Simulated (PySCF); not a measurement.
Scandium: a sound run and one with changed settings

Sound run: Sc⁺ [Ar] 3d1 4s1, Sc²⁺ [Ar] 3d1. All numbers are calculated (PySCF 2.14, the non-relativistic Hamiltonian (point nucleus), in cc-pVTZ (7s6p4d2f1g, 68 functions)). In the sound run the correlated levels freeze [Ar]. The sound run starts from symmetry-adapted Hartree-Fock orbitals and uses a fine grid where one is needed.

Changed run: scalar relativity by spin-free X2C-1e. This setting is unsound on purpose.

| species | method | sound run (hartree) | changed run (hartree) | converged |
| --- | --- | --- | --- | --- |
| Sc⁺ | UHF | -759.54259 | -762.58109 | yes |
| Sc⁺ | LDA | -758.42821 | -761.46313 | yes |
| Sc⁺ | BP86 | -760.46347 | -763.49997 | yes |
| Sc⁺ | MP2 | -759.54587 | -762.58443 | yes |
| Sc²⁺ | UHF | -759.09582 | -762.13216 | yes |
| Sc²⁺ | LDA | -757.94288 | -760.97513 | yes |
| Sc²⁺ | BP86 | -759.98315 | -763.01705 | yes |

Ionisation energy of Sc⁺:

```tsv
method	sound run (eV)	changed run (eV)
UHF	12.157	12.216
LDA	13.206	13.279
BP86	13.070	13.141
MP2	12.246	12.307
SCS-MP2	12.187	12.246
```

Most of the change in total energy is the relativistic energy itself. On top of that the contraction fixes the core shape for the Hamiltonian it was made with, so the changed run is not a good calculation with the other Hamiltonian either.

For comparison, NIST gives 12.800 eV between the lowest levels.
